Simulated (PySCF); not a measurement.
**Electron correlation in Xe³⁺ (xenon, charge +3)**

[Kr] 4d10 5s2 5p3, high-spin 4S determinant. All numbers are calculated (PySCF 2.14, scalar relativity by spin-free X2C-1e, in x2c-TZVPPall with one added diffuse shell each of s, p, d, f type (9s7p5d3f, 76 functions)). Frozen: [Ar] 3d10; 23 electrons correlated.

```json
{"level": "CCSD", "correlation energy (mhartree)": "-526.64"}
{"level": "(T)", "correlation energy (mhartree)": "-6.98"}
{"level": "CCSD(T)", "correlation energy (mhartree)": "-533.62"}
```

Diagnostics: T1 = 0.0033, D1 = 0.0126, largest double amplitude 0.038.

Cost of the coupled-cluster step: roughly 16 core-seconds, for 23 correlated electrons.

This basis was not built for core-valence correlation, so the inner-shell part is incomplete.
